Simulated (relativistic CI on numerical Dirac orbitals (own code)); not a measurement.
**Lu¹⁷⁺: computed level list**

Computed by Dirac-Coulomb-Breit CI, KLI orbitals optimised for each configuration, QED by a radiative potential, unscaled Slater integrals (own radial code, finite nucleus).

CI space (outside the closed core [Ar] 3d10 4p6 4d10): 4s²4f⁸, 4s²4f⁷5s, 4s²4f⁶5s², 4s²4f⁷6s, 4f¹⁰. Levels of other configurations are missing.

The lowest level is 4s²4f⁸ ⁷F6, with 91 % of that term; Hund's rules for 4s²4f⁸ give ⁷F with J = 6, in agreement.

```tsv
No.	Configuration	Term	J	E (cm⁻¹)	%	Next component (%)	jj configuration (%)
1	4s²4f⁸	⁷F	6	0.0	91	8 ⁵G	4f5/2^5 4f7/2^3 (36)
2	4s²4f⁸	⁷F	5	5863.9	94	4 ⁵G	4f5/2^4 4f7/2^4 (43)
3	4s²4f⁸	⁷F	4	8686.5	88	6 ⁵D	4f5/2^4 4f7/2^4 (40)
4	4s²4f⁸	⁷F	3	11416.7	90	7 ⁵D	4f5/2^3 4f7/2^5 (31)
5	4s²4f⁸	⁷F	2	13194.1	89	9 ⁵D	4f5/2^4 4f7/2^4 (47)
6	4s²4f⁸	⁷F	1	14474.9	90	9 ⁵D	4f5/2^3 4f7/2^5 (42)
7	4s²4f⁸	⁷F	0	15072.9	90	10 ⁵D	4f5/2^4 4f7/2^4 (48)
8	4s²4f⁸	⁵D	4	36247.1	82	8 ⁷F	4f5/2^4 4f7/2^4 (32)
9	4s²4f⁸	⁵G	6	46552.6	41	17 ³H	4f7/2^2 (56)
10	4s²4f⁸	⁵L	10	46688.3	88	11 ³M	4f5/2^5 4f7/2^3 (45)
11	4f⁷(8S°)5s	⁹S°	4	49766.6	94	6 ⁷P°	4f5/2^4 4f7/2^3 5s (34)
12	4s²4f⁸	⁵L	9	51083.6	90	5 ³M	4f5/2^4 4f7/2^4 (59)
13	4s²4f⁸	⁵G	5	51402.7	54	28 ⁵H	4f5/2^5 4f7/2^3 (56)
14	4s²4f⁸	⁵D	3	51948.2	71	9 ⁷F	4f5/2^3 4f7/2^5 (43)
15	4s²4f⁸	⁵G	4	52003.7	54	24 ⁵H	4f5/2^4 4f7/2^4 (46)
16	4s²4f⁸	⁵L	7	52737.8	60	12 ³K	4f5/2^5 4f7/2^3 (58)
17	4s²4f⁸	⁵L	8	52905.7	83	6 ³K	4f5/2^4 4f7/2^4 (45)
18	4s²4f⁸	⁵L	6	53641.2	66	16 ³K	4f5/2^4 4f7/2^4 (43)
19	4s²4f⁸	⁵D	2	53732.3	47	33 ³P	4f5/2^5 4f7/2^3 (29)
20	4s²4f⁸	⁵G	3	54701.4	63	15 ⁵H	4f5/2^4 4f7/2^4 (40)
21	4s²4f⁸	⁵G	2	56326.5	86	10 ³F	4f5/2^4 4f7/2^4 (46)
22	4s²4f⁸	⁵H	7	58146.3	63	23 ⁵L	4f5/2^4 4f7/2^4 (74)
23	4s²4f⁸	⁵D	0	62014.8	53	28 ³P	4f5/2^5 4f7/2^3 (36)
24	4s²4f⁸	⁵H	6	62016.4	49	23 ⁵I	4f5/2^4 4f7/2^4 (47)
25	4s²4f⁸	⁵D	1	62228.2	65	20 ³P	4f5/2^3 4f7/2^5 (34)
26	4s²4f⁸	⁵H	5	64610.3	35	27 ⁵G	4f5/2^5 4f7/2^3 (33)
27	4s²4f⁸	⁵I	8	65851.8	76	11 ³K	4f5/2^4 4f7/2^4 (51)
28	4s²4f⁸	⁵F	5	66036.2	71	13 ⁵G	4f5/2^5 4f7/2^3 (54)
29	4s²4f⁸	⁵H	4	66346.4	39	26 ⁵G	4f5/2^4 4f7/2^4 (46)
30	4s²4f⁸	⁵F	4	67271.4	58	17 ⁵G	4f5/2^4 4f7/2^4 (42)
31	4s²4f⁸	⁵H	3	68037.7	76	17 ⁵G	4f5/2^4 4f7/2^4 (48)
32	4s²4f⁸	⁵I	7	69256.9	63	14 ³I	4f5/2^4 4f7/2^4 (45)
33	4s²4f⁸	⁵F	3	71428.9	72	12 ⁵D	4f5/2^3 4f7/2^5 (35)
34	4s²4f⁸	⁵I	4	72265.6	45	27 ⁵H	4f5/2^4 4f7/2^4 (34)
35	4s²4f⁸	⁵I	6	72523.1	41	27 ⁵H	4f5/2^3 4f7/2^5 (38)
36	4s²4f⁸	⁵F	2	72683.5	77	7 ³P	4f5/2^4 4f7/2^4 (57)
37	4s²4f⁸	⁵I	5	73736.2	48	21 ⁵H	4f5/2^4 4f7/2^4 (55)
38	4s²4f⁸	⁵F	1	73925.6	85	9 ³D	4f5/2^4 4f7/2^4 (43)
39	4s²4f⁸	⁵K	9	73964.5	85	8 ³L	4f5/2^4 4f7/2^4 (45)
40	4s²4f⁸	³I	6	74488.0	31	17 ⁵G	4f5/2^3 4f7/2^5 (43)
41	4s²4f⁸	³O	10	74631.4	33	25 ³M	4f5/2^5 4f7/2^3 (48)
42	4s²4f⁸	⁵D	2	76217.2	51	16 ³P	4f7/2^2 (29)
43	4s²4f⁸	⁵K	8	77877.0	73	16 ³K	4f5/2^4 4f7/2^4 (47)
44	4s²4f⁸	³I	5	78151.4	26	17 ⁵K	4f5/2^5 4f7/2^3 (35)
45	4s²4f⁸	⁵G	6	78643.4	72	12 ⁵H	4f5/2^4 4f7/2^4 (53)
46	4s²4f⁸	³O	12	79591.0	87	13 ¹Q	4f5/2^4 4f7/2^4 (88)
47	4s²4f⁸	⁵K	7	80182.1	43	25 ³I	4f5/2^3 4f7/2^5 (44)
48	4s²4f⁸	³O	11	80474.3	70	30 ³N	4f5/2^4 4f7/2^4 (92)
49	4s²4f⁸	³F	4	80580.2	39	13 ⁵D	4f5/2^4 4f7/2^4 (49)
50	4s²4f⁸	⁵G	5	80932.8	36	21 ³G	4f5/2^4 4f7/2^4 (44)
51	4s²4f⁸	⁵D	3	82099.0	57	20 ⁵P	4f5/2^5 4f7/2^3 (53)
52	4s²4f⁸	⁵K	6	83596.3	66	12 ¹I	4f5/2^4 4f7/2^4 (51)
53	4s²4f⁸	³M	8	83740.1	50	25 ¹L	4f5/2^4 4f7/2^4 (54)
54	4s²4f⁸	³K	7	83806.8	32	31 ⁵K	4f5/2^3 4f7/2^5 (51)
55	4s²4f⁸	³P	2	85239.2	33	30 ⁵D	4f5/2^4 4f7/2^4 (34)
56	4s²4f⁸	³M	9	85562.3	60	31 ³N	4f5/2^4 4f7/2^4 (51)
57	4s²4f⁸	⁵D	1	85745.5	66	24 ⁵P	4f5/2^4 4f7/2^4 (33)
58	4f⁷(8S°)5s	⁷S°	3	86223.8	91	7 ⁵P°	4f5/2^4 4f7/2^3 5s (35)
59	4s²4f⁸	⁵D	0	86227.4	55	30 ¹S	4f5/2^3 4f7/2^5 (39)
60	4s²4f⁸	³F	3	86480.0	33	28 ³D	4f5/2^5 4f7/2^3 (39)
61	4s²4f⁸	⁵G	4	86862.2	58	13 ⁵H	4f5/2^4 4f7/2^4 (65)
62	4s²4f⁸	³M	10	87148.1	56	34 ³O	4f5/2^3 4f7/2^5 (52)
63	4s²4f⁸	³K	8	89001.7	68	17 ³M	4f5/2^3 4f7/2^5 (63)
64	4s²4f⁸	³H	5	89358.5	40	34 ⁵K	4f5/2^3 4f7/2^5 (44)
65	4s²4f⁸	³K	6	89663.3	30	19 ³H	4f5/2^5 4f7/2^3 (37)
66	4s²4f⁸	³H	4	89667.9	38	23 ⁵D	4f5/2^3 4f7/2^5 (41)
67	4s²4f⁸	⁵D	4	91614.3	54	17 ³H	4f5/2^3 4f7/2^5 (42)
68	4s²4f⁸	⁵G	3	91868.8	69	9 ⁵H	4f5/2^3 4f7/2^5 (44)
69	4s²4f⁸	⁵H	7	91913.2	74	11 ³I	4f5/2^4 4f7/2^4 (48)
70	4s²4f⁸	³M	9	92410.1	57	17 ³N	4f5/2^4 4f7/2^4 (51)
```

Energies count from the lowest computed level; ° marks odd parity. Percentages are summed over parent terms; the parents shown are those of the largest component, closed shells are left out there. Filled j subshells are mostly left out of the jj labels.

The mean weight of the leading LS term, summed over parents, in these 70 levels is 62 %, and that of the leading jj configuration (from the same eigenvectors) 46 %, so LS coupling describes them better.

At this charge transitions that keep the count of f electrons are usually good to a few per cent. Terms inside the open d or f shell come out 10 to 20 % too wide with unscaled integrals. Levels that differ in their count of f electrons can be misplaced by several ten thousand cm⁻¹, since the correlation energy of f electrons is missing or only estimated; rates across such gaps can be off by orders of magnitude.

Landé's interval rule says that E(J) − E(J−1) = AJ with one A. For the ground term the intervals give A = -597.9, -640.4, -592.4, -682.6, -564.5, -977.3 cm⁻¹ for J = 1, 2, 3, 4, 5, 6; the multiplet is inverted.

LS names give the leading component of a level, which can be under half, so a name can repeat, a term be missing and a line seem to break the LS rules.
